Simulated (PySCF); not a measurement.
## A small calculation by hand: refractive index and permittivity of the vapour

B(Cl)(OH)(OEt) (C2H6BClO2), SMILES CCOB(O)Cl.

Geometry optimised at PBE-D3(BJ)/def2-SVP. One conformer was computed; it need not be the lowest.

B3LYP/def2-TZVP (PySCF) gives a mean static polarisability of 58.4 bohr³ and a dipole moment of 1.97 D. Take an ideal gas at 298.15 K and 0.1 bar, whether or not the substance is that volatile.

Q: Work out n − 1 in the optical limit and the static ε − 1.

A: 
Polarisability volume α' = 58.4 × 0.148185 = 8.65 Å³. Number density N = p/kT = 2.43e-6 Å⁻³.
Dilute limit of Lorentz–Lorenz: n − 1 = 2π N α' = 0.00013.
Orientation term of Debye: μ²/(3kT) = 8.098 Å³ × μ²(D²) = 31.43 Å³.
ε − 1 = 4π N (α' + μ²/3kT) = 0.0012. Orientation of the dipole supplies 78 % of the static response; it can't follow optical fields. Vibrational polarisation and dispersion are left out.
